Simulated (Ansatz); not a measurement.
Abstraction of F: BOF + C3H4B → BO + C3H4BF

Species: BOF (fluoro(oxo)borane) `O=BF`, singlet; C3H4B `C#C[B]C`, doublet; BO, doublet; C3H4BF `C#CB(C)F`, singlet. A radical takes F: the energy is the difference in strength between two B–F bonds in different surroundings.

Shapes, held fixed at every level: PBE0-D4/def2-TZVP. Programs: Ansatz 0.2.0. The zero-point and thermal change to 298 K, harmonic and unscaled (PBE0-D4/def2-TZVP), is +2.9 kJ/mol.

(1) Estimate ΔH(298 K) of this reaction.

## Answers

(1) B2PLYP/def2-TZVPP gives ΔH(298 K) = -8.8 kJ/mol; the levels span -28.8 to +3.5. They disagree on the sign: 3 of 7 are positive. The median of the levels is -8.8. No measured value is set beside it here. Spin contamination: C3H4B (⟨S²⟩ up to 0.91), BO (⟨S²⟩ up to 0.80). Open shells run unrestricted. Times are processor times on shared x86 and Arm servers, and rough.

```json
{"level": "HF/def2-SVP", "kind": "Hartree–Fock", "ΔH(298 K) (kJ/mol)": "-28.8", "CPU time (sum over the molecules)": "–"}
{"level": "HF/def2-TZVPP", "kind": "Hartree–Fock", "ΔH(298 K) (kJ/mol)": "-21.1", "CPU time (sum over the molecules)": "–"}
{"level": "r2SCAN-D4/def2-TZVPP", "kind": "meta-GGA", "ΔH(298 K) (kJ/mol)": "+0.2", "CPU time (sum over the molecules)": "28 s"}
{"level": "B3LYP-D4/def2-TZVPP", "kind": "global hybrid", "ΔH(298 K) (kJ/mol)": "+3.5", "CPU time (sum over the molecules)": "20 s"}
{"level": "PBE0-D4/def2-TZVPP", "kind": "global hybrid", "ΔH(298 K) (kJ/mol)": "+1.2", "CPU time (sum over the molecules)": "14 s"}
{"level": "wB97X-V/def2-TZVPP", "kind": "range-separated hybrid", "ΔH(298 K) (kJ/mol)": "-9.4", "CPU time (sum over the molecules)": "76 s"}
{"level": "B2PLYP/def2-TZVPP", "kind": "double hybrid", "ΔH(298 K) (kJ/mol)": "-8.8", "CPU time (sum over the molecules)": "50 s"}
```
